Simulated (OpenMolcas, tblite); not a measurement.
# A ladder of methods for SiH2O2F2 (SMILES O[Si](O)(F)F)

The species is SiH2O2F2 (7 atoms), meant as a singlet with charge 0. SMILES: `O[Si](O)(F)F`. Geometry: relaxed at PBE0-D4/def2-TZVP. This is one conformer, not always the lowest.

Each level gives the vertical energy of the triplet above the singlet (eV). The values are calculated.

```csv
level,kind,program,value (eV),less CCSD(T)/def2-SVP,CPU time (all runs)
IPEA1-xTB,semi-empirical,tblite,7.28,-1.78,under 2 s
HF/def2-SVP,Hartree–Fock,OpenMolcas,8.29,-0.77,14 s
M06-L/def2-SVP,meta-GGA,OpenMolcas,8.86,-0.20,1.7 min
TPSS/def2-SVP,meta-GGA,OpenMolcas,8.10,-0.96,2.3 min
PBE0/def2-SVP,global hybrid,OpenMolcas,8.82,-0.24,62 s
"CCSD(T)/def2-SVP, open shells restricted",coupled cluster or CI,OpenMolcas,9.06,0.00,2.2 min
```

CCSD(T)/def2-SVP, open shells restricted is the highest level here, not the true value. The values span 7.28 to 9.06 eV. A triplet this far above the singlet is often a Rydberg-like or dissociative state; sets without diffuse functions put Rydberg states too high. The upper state's dipole differs much between rows, so they may not all be the same state. Times are those of the runs behind each value, whatever else they computed, on shared processors of several kinds: orders of magnitude only.
